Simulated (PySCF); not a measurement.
**Two-component Hartree-Fock for Mo (molybdenum, neutral)**

Start: [Kr] 4d5 5s1; 4d3/2 filled at m_j = -3/2, -1/2, +1/2, +3/2; 4d5/2 filled at m_j = +5/2; 5s1/2 filled at m_j = +1/2. Calculated with PySCF 2.14 in x2c-SVPall-2c (6s8p6d1f, 67 functions): generalised Hartree-Fock with the X2C-1e Hamiltonian and a Gaussian nucleus; one run each with spin-orbit coupling (SO) switched off, then screened by Boettger's factors.

| spinor shell | electrons | ε, spin-free (eV) | ε, screened SO (eV) | weight of nominal j (screened SO) | rms radius, screened SO (bohr) |
| --- | --- | --- | --- | --- | --- |
| 1s1/2 | 2 | -20103.7 | -20102.7 | 1.000 | 0.0404 |
| 2s1/2 | 2 | -2913.4 | -2913.1 | 1.000 | 0.166 |
| 2p1/2 | 2 | -2598.7 | -2672.4 | 1.000 | 0.145 |
| 2p3/2 | 4 | -2598.7 | -2564.1 | 1.000 | 0.149 |
| 3s1/2 | 2 | -527.74 | -527.67 | 1.000 | 0.456 |
| 3p1/2 | 2 | -421.56 | -434.18 | 1.000 | 0.455 |
| 3p3/2 | 4 | -421.56 | -415.60 | 1.000 | 0.465 |
| 3d3/2 | 4 | -248.77 | -250.90 | 0.971 | 0.452 |
| 3d5/2 | 6 | -248.77 | -247.29 | 0.981 | 0.455 |
| 4s1/2 | 2 | -78.851 | -78.840 | 1.000 | 1.19 |
| 4p1/2 | 2 | -47.651 | -52.349 | 0.655 | 1.34 |
| 4p3/2 | 4 | -47.651 | -45.351 | 0.827 | 1.34 |
| 4d3/2 | 4 | -9.374 | -9.400 | 0.521 | 2.11 |
| 4d5/2 | 1 | -9.374 | -9.262 | 1.000 | 2.13 |
| 5s1/2 | 1 | -6.501 | -6.501 | 1.000 | 3.94 |

```csv
quantity,spin-free,screened SO
E (hartree),-4045.60833,-4046.06432
M_J,3,3
⟨J²⟩,12.003,12.004
⟨L²⟩,0.000,0.013
⟨S²⟩,12.003,12.000
```

Each row is a mean over spinors that exchange with the open shell spreads, by up to 8.017 eV (4p3/2).

Rows whose weight is well below 1 are mixtures of j = l ± 1/2: exchange outweighs spin-orbit coupling there, and the label is only the starting occupation.

Breit and QED terms are absent; they matter most for the inner s and p1/2 levels.

Densities and radii are taken from the X2C orbitals without a picture-change correction, which distorts them close to the nucleus.

Without spin-orbit coupling the j labels of p, d and f shells carry no meaning; the spin-free column gives the mean over the occupied spinors of each nl shell.
